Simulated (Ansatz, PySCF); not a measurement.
The pair A = SiH4 (SMILES [SiH4]) (first 5 atoms), B = CH5N (SMILES CN); geometry from B3LYP-D3(BJ)/def2-TZVP.
(charge 0, multiplicity 1):
```xyz
12

Si    -0.0222    -0.1248    -0.0686
H      0.0412     1.2243     0.5359
H      0.2831    -0.0328    -1.5142
H     -1.3812    -0.6841     0.1101
H      0.9669    -1.0072     0.5893
C      0.6971     0.2693     3.7671
N     -0.6189    -0.2846     3.4585
H      1.2462    -0.4378     4.3907
H      0.5733     1.1847     4.3477
H      1.3208     0.5049     2.8944
H     -0.5425    -1.1504     2.9395
H     -1.1677     0.3571     2.9000
```

Cores are frozen in the correlated methods. CBS: X⁻³ extrapolation of the correlation energy, Hartree–Fock from the larger set. MP2 and its Hartree–Fock in aug-cc-pV(T+d)Z are density fitted.

The values were computed with Ansatz (Gaussian basis) for Hartree–Fock, density functionals and correlated methods; PySCF for the dispersion terms. 

The monomers are drawn apart, rigid, along the line of their centres of mass. Counterpoise-corrected interaction energies (kcal/mol):

```csv
level,R = 4.942 Å,R = 6.229 Å
PBE-D3(BJ)/def2-TZVPPD,-0.5884,-0.1172
wB97M-V/def2-TZVPPD,-0.3812,-0.0854
"MP2/CBS(aug-cc-pV(D+d)Z, aug-cc-pV(T+d)Z) + ΔCCSD(T)/aug-cc-pV(D+d)Z",-0.3960,-0.0830
```

**Question.** R is the distance of the centres of mass. Find the local exponent m of E ∝ R⁻ᵐ between the two points.

**Answer.** 
m = ln(E₁/E₂)/ln(R₂/R₁): PBE-D3(BJ)/def2-TZVPPD 7.0; wB97M-V/def2-TZVPPD 6.5; MP2/CBS(aug-cc-pV(D+d)Z, aug-cc-pV(T+d)Z) + ΔCCSD(T)/aug-cc-pV(D+d)Z 6.7. For scale, two fixed dipoles give m = 3, dipole and quadrupole 4, quadrupoles 5, and dispersion or dipole-induced dipole 6 at long range; at these distances several terms mix, and what is left of overlap and damping shifts m, so it need not match one of them.

Ansatz is a program for electronic structure.
